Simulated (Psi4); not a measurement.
MoO$_{4}$, charge -2, singlet, at a GFN2-xTB geometry (such geometries of metal compounds can be far from the true shape) (core potentials on Mo) (a gas-phase anion, which may not be bound at this level).

Psi4 was given this input:
```
memory 2 GB

molecule mol {
-2 1
Mo    0.000000   -0.000000    0.000000
O     1.391967   -0.302508   -0.960574
O     0.477889    0.296695    1.623385
O    -0.831045    1.373337   -0.612451
O    -1.038811   -1.367524   -0.050360
}

set {
  basis def2-svp
  reference rhf
}

energy('scf')
print_variables()
```

Task: What does this run give for the number of basis functions, total energy, nuclear repulsion energy?

Result: 
```json
{
  "number_of_basis_functions": "87",
  "total_energy": "-366.6779 Eh",
  "nuclear_repulsion_energy": "210.4144 Eh"
}
```

A gas-phase anion may not be bound at this level; its values then depend on the basis.
